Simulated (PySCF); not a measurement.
**Radial density of P⁴⁺ (phosphorus, charge +4)**

B2PLYP, [Ne] 3s1, 2S determinant. All numbers are calculated (PySCF 2.14, the spin-free X2C one-electron Hamiltonian (Gaussian nucleus), in an even-tempered Gaussian basis (20 s from 0.09 bohr⁻², ratio 2.5; 12 p from 0.12 bohr⁻², ratio 2.5; 5 d from 0.68 bohr⁻², ratio 2.7; 5 f from 1 bohr⁻², ratio 2.7)).

```tsv
r (bohr)	4πr²ρ (e/bohr)	4πr²(ρα − ρβ)
0.00200	0.1196	0.0006
0.00337	0.3150	0.0015
0.00567	0.8091	0.0038
0.00953	1.990	0.0092
0.0160	4.542	0.0208
0.0270	9.128	0.0406
0.0454	14.80	0.0595
0.0763	16.98	0.0460
0.128	12.67	0.0004
0.216	11.47	0.0767
0.363	15.86	0.2049
0.611	9.419	-0.0031
1.03	1.786	0.4662
1.73	0.6893	0.6704
2.91	0.06706	0.0670
4.89	4.307e-05	0.0000
```

Densities and radii are taken from the X2C orbitals without a picture-change correction, which distorts them close to the nucleus.

(1) Where is the radial spin density 4πr²(ρα − ρβ) most negative, and why is it negative at all?

Results:

(1) Around r = 0.611 bohr, down to -0.0031 e/bohr: exchange with the open shell polarises the paired shells in an unrestricted calculation.
